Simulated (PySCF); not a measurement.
Compound: C6H11NO.
SMILES with atom numbers: `[CH2:1]=[CH:2][C@@H:3]([CH2:4][CH3:5])[C:6]([NH2:7])=[O:8]` (hydrogens: H9, H10 on C1; H11 on C2; H12 on C3; H13, H14 on C4; H15, H16, H17 on C5; H18, H19 on N7)

Computed with PBE0-D3(BJ)/def2-SVP geometry optimisation, gas phase (PySCF 2.14.0).

(1) List the bond lengths, angles and torsions at this level.

Answers

(1) 
| bond | length (Å) | order |
| --- | --- | --- |
| C1=C2 | 1.335 | double |
| C2–C3 | 1.502 | single |
| C3–C4 | 1.531 | single |
| C4–C5 | 1.520 | single |
| C3–C6 | 1.538 | single |
| C6–N7 | 1.358 | single |
| C6=O8 | 1.213 | double |
| C1–H9 | 1.093 | single |
| C1–H10 | 1.096 | single |
| C2–H11 | 1.098 | single |
| C3–H12 | 1.106 | single |
| C4–H13 | 1.102 | single |
| C4–H14 | 1.102 | single |
| C5–H15, C5–H16, C5–H17 | 1.101 | single |
| N7–H18 | 1.011 | single |
| N7–H19 | 1.011 | single |

Bonds in one row agree within 0.01 Å and their mean is given. Orders are formal, as drawn. A selection of angles:
| angle | degrees |
| --- | --- |
| C1–C2–C3 | 125.2 |
| C2–C3–C4 | 112.1 |
| C2–C3–C6 | 110.1 |
| C4–C3–C6 | 111.2 |
| C3–C4–C5 | 113.7 |
| C3–C6–N7 | 114.2 |
| C3–C6–O8 | 123.1 |
| N7–C6–O8 | 122.7 |
| H18–N7–C6 | 118.0 |
| H19–N7–C6 | 120.6 |

Dihedral angles: C1–C2–C3–C4 121° (anticlinal); C2–C3–C4–C5 -164° (antiperiplanar); C2–C3–C6–N7 53° (synclinal).

N7 (amide nitrogen) is almost planar (angles 120.6°, 119.3° and 118.0°, sum 357.9°, 0.09 Å off the plane of its three neighbours). The C–C distances run from 1.335 Å (C1=C2, drawn double) to 1.538 Å (C3–C6, drawn single), a spread of 0.203 Å. Of the pairs four or more bonds apart, C2···H19 is among the closest relative to their van der Waals radii: 2.56 Å, 88 % of the sum of Bondi's values.

Point group: C1 (no symmetry element, even within 0.4 Å). No frequency check. One conformer, not necessarily the lowest (C1–C2–C3–C4 121°, C2–C3–C4–C5 -164°, C2–C3–C6–N7 53°, C3–C6–N7–H -176° and -12°).
